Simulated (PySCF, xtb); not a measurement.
BF2Cl, SMILES FB(F)Cl.

xtb with GFN2-xTB at its own geometry gives an orbital gap of 5.58 eV and a dipole moment of 0.21 D.

Geometry: PBE-D3(BJ)/def2-TZVP.

**Question.** What does PBE0/def2-TZVPD (PySCF) give? (Estimate from the structure and the level; the computed values follow.)

**Answer.** gap 9.55 eV (levels -9.97 and -0.42 eV), dipole 0.32 D.
